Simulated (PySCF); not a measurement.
Excitations are Tamm–Dancoff values on a coarser integration grid. The basis has no diffuse functions, so Rydberg states are missing or too high.

H₃GaO₂, SMILES `[OH][GaH][OH]` (H–O–Ga–O torsion -180°, O–Ga–O–H torsion -180°) (charge 0, multiplicity 1)

All values below come from TPSSh-D3(BJ)/def2-TZVP // PBE0-D3(BJ)/def2-TZVP (PySCF).

```
Item                                       Value
----------------------  ------------------------
HOMO                                    -7.74 eV
dipole moment                             2.86 D
LUMO                                    -0.84 eV
HOMO–LUMO gap                            6.91 eV
S1 excitation (TDA)                      6.54 eV
S1 oscillator strength                     0.005
T1 excitation (TDA)                      5.93 eV
S1–T1 gap (TDA)                          0.61 eV
total energy                       -2077.2056 Ha
cost                    roughly 2.5 core-minutes
```

```xyz
6

O     -1.5140    -0.6341     0.1869
Ga     0.0169     0.2376    -0.0507
O      1.4082    -0.8539     0.1302
H     -2.2922    -0.0813     0.0977
H      0.1247     1.7551    -0.3738
H      2.2564    -0.4234     0.0097
```
Charge 0, spin multiplicity 1.
